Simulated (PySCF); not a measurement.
**Fluorine: a sound run and one with changed settings**

Sound run: F⁺ [He] 2s2 2p4, F²⁺ [He] 2s2 2p3. Computed with PySCF 2.14 in aug-cc-pVDZ (4s3p2d, 23 functions), with no relativity, point nucleus. In the sound run the correlated levels freeze 1s2. The sound run starts from symmetry-adapted Hartree-Fock orbitals and uses a fine grid where one is needed.

Changed run: initial guess sap, at most 50 SCF cycles.

```json
{"species": "F⁺", "method": "UHF", "sound run (hartree)": "-98.80167", "changed run (hartree)": "-98.80167", "converged": "yes"}
{"species": "F⁺", "method": "BP86", "sound run (hartree)": "-99.07555", "changed run (hartree)": "-99.07555", "converged": "yes"}
{"species": "F⁺", "method": "CCSD(T)", "sound run (hartree)": "-98.92111", "changed run (hartree)": "-98.92111", "converged": "yes"}
{"species": "F²⁺", "method": "B3LYP", "sound run (hartree)": "-97.77864", "changed run (hartree)": "-97.77864", "converged": "yes"}
{"species": "F²⁺", "method": "MP2", "sound run (hartree)": "-97.64639", "changed run (hartree)": "-97.64639", "converged": "yes"}
```

Here the plain start reaches the same solutions.
